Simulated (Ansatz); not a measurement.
F2H4N2Sn, SMILES `[NH2][Sn]([NH2])([F])[F]` at its PBE0-D4/def2-TZVP geometry, where that method's forces vanish. Total charge 0; spin multiplicity 1. Sn takes the def2 core potential.

```xyz
9

N     0.5660   -1.4754   -0.8277
Sn   -0.3142   -0.0990    0.3042
N     0.3218    1.7541   -0.0306
F    -2.2140    0.0119    0.1208
F    -0.0729   -0.7313    2.0923
H     0.3226   -1.4173   -1.8080
H     0.3921   -2.4183   -0.5040
H     1.2750    1.9205    0.2650
H    -0.2764    2.4548    0.3881
```

Task: What forces (eV/Å) does ωB97M-V/def2-TZVPP give on these atoms in the Gaussian-basis code of Ansatz? (An estimate is asked.)

Result: Ansatz gave: 
```
N1  -0.075 -0.002  0.004
Sn2  0.045  0.014 -0.044
N3  -0.003 -0.023  0.071
F4  -0.007 -0.005  0.003
F5  -0.005  0.001  0.008
H6   0.028 -0.021  0.038
H7   0.020  0.030 -0.031
H8  -0.043  0.016 -0.024
H9   0.039 -0.012 -0.026
```
